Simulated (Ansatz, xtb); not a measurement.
**CH4ISi−: 3 structures ranked**

3 gas-phase structures of CH4ISi−, found in a search over its isomers (lower ones may exist). Each was relaxed with GFN2-xTB; where two conformers were screened, the lower at r2SCAN-D4/def2-SVPD is listed:

A. `[CH2-][SiH2]I`, a singlet
B. `C[SiH-]I`, a singlet
C. `[SiH3][CH-]I`, a singlet

**Question.** Make a reasoned guess at their ranking by r2SCAN-D4/def2-SVPD single-point energy.

**Answer.** Calculated order at r2SCAN-D4/def2-SVPD: B (0.0), A (42.9), C (213.6) kJ/mol.

Energies above the lowest of each column, in kJ/mol; the last columns are at B3LYP-D3(BJ)/def2-SVPD geometries and were run for some of them only (a dash: not run or not comparable):

| structure | GFN2-xTB | HF/STO-3G | r2SCAN-D4/def2-SVPD | B3LYP-D3(BJ)/def2-SVPD | CCSD(T)/def2-SVPD + ΔMP2/def2-TZVPPD |
| --- | --- | --- | --- | --- | --- |
| B | 2.9 | 0.0 | 0.0 | 0.0 | 0.0 |
| A | 0.0 | 191.6 | 42.9 | 49.9 | 50.1 |
| C | 122.1 | 320.4 | 213.6 | – | – |

CCSD(T)/def2-SVPD + ΔMP2/def2-TZVPPD puts B lowest of those it was run on; GFN2-xTB picks A. Some further structures that were screened fall inside this span and aren't listed. Flexible structures stand in one conformer each, not always the lowest. Frequencies (B3LYP-D3(BJ)/def2-SVPD) were run for A, B alone. Atoms past krypton carry core potentials in the def2 sets, without spin–orbit terms. ΔMP2 is the change of the MP2 energy from the smaller to the larger basis.

Programs: Ansatz 0.2.0, xtb 6.7.1.
